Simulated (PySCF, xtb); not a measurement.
Sn(H)2(Br)(NH2) (BrH4NSn), SMILES [NH2][SnH2][Br]. Other conformers were not sampled.

Harmonic wavenumbers (cm⁻¹) from GFN2-xTB in xtb 6.7.1 at its own minimum, in rising order: 118, 159, 241, 354, 432, 482, 531, 627, 661, 756, 1420, 1478, 1655, 3414, 3455.

Problem. What does PySCF with B3LYP-D3(BJ)/def2-SVP give at its own minimum? (The exact figures need the calculation; the answer reports its results.)

Solution. 59, 134, 226, 268, 372, 531, 617, 644, 669, 826, 1517, 1906, 1927, 3546, 3653. Paired by order, the mean absolute difference is 107 cm⁻¹ and the zero-point energies are 22.6 and 24.2 kcal/mol.
